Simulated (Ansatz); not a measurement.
Isolated molecules relaxed with PBE0-D4/def2-TZVP in Ansatz; ΔE leaves out vibrations. CCSD(T)/CBS adds triple-zeta CCSD(T) − MP2 to the extrapolated MP2 energy (def2 sets, frozen cores). DFT in def2-TZVPP. B3LYP here is the variant with VWN-RPA as its local correlation; programs differ in this. For Ge outer-core shells are correlated without core-valence functions, which leaves a few kJ/mol of doubt a bond. Scalar relativity is left out up to krypton. Each species was taken in one conformer, which may not be the lowest.

Reaction (cleavage of the Si–Si bond): `O[SiH](O)[SiH](O)F` + `[NH2][GeH3]` → `O[SiH](O)[NH][GeH3]` + `O[SiH2]F`

`O[SiH](O)[SiH](O)F`:

Z-matrix (Å, degrees):
```
Si
O 1 1.656
Si 1 2.354 2 98.4
O 1 1.645 2 113.1 3 121.0
H 1 1.484 2 110.7 3 -123.5
H 2 0.959 1 118.7 3 169.9
O 3 1.638 1 106.4 2 23.6
F 3 1.603 1 108.6 2 -96.0
H 3 1.481 1 117.9 2 143.0
H 4 0.959 1 118.2 2 -66.1
H 7 0.962 3 115.1 1 -30.3
```

`[NH2][GeH3]`:

Z-matrix (Å, degrees):
```
Ge
N 1 1.843
H 1 1.536 2 106.9
H 1 1.548 2 114.5 3 -120.5
H 1 1.536 2 106.8 3 119.0
H 2 1.011 1 113.7 3 59.1
H 2 1.011 1 113.6 3 -176.9
```

`O[SiH](O)[NH][GeH3]`:

Z-matrix (Å, degrees):
```
Si
O 1 1.646
N 1 1.700 2 114.0
O 1 1.638 2 103.5 3 -119.3
H 1 1.484 2 110.5 3 120.2
H 2 0.958 1 117.2 3 -54.5
Ge 3 1.845 1 126.4 2 -70.6
H 3 1.008 1 116.5 2 125.5
H 4 0.959 1 116.0 2 -22.4
H 7 1.539 3 111.1 1 -97.6
H 7 1.532 3 106.9 1 23.1
H 7 1.540 3 108.4 1 142.5
```

`O[SiH2]F`:

Z-matrix (Å, degrees):
```
Si
F 1 1.596
O 1 1.630 2 111.0
H 1 1.482 2 106.0 3 121.4
H 1 1.474 2 108.2 3 -116.3
H 3 0.958 1 119.1 2 71.8
```

```csv
species,B3LYP-D4 energy (Eh)
`O[SiH](O)[SiH](O)F`,-907.95566
`[NH2][GeH3]`,-2134.84419
`O[SiH](O)[NH][GeH3]`,-2576.24250
`O[SiH2]F`,-466.59584
```

Task: Work out ΔE.

Result: ΔE = (-2576.24250) + (-466.59584) − (-907.95566) − (-2134.84419) = -0.03849 Eh = -101.1 kJ/mol. CCSD(T)/CBS gives -109.7 kJ/mol.

Largest T1 diagnostic among the species: 0.013.

In def2-TZVPP, CCSD(T) changes the Hartree–Fock value by +15.4 kJ/mol (the triples alone add +2.6 kJ/mol) and MP2 by +8.1 kJ/mol. From PBE to PBE0 (25 % exact exchange), in def2-TZVPP and without D4, ΔE moves by −12.2 kJ/mol.
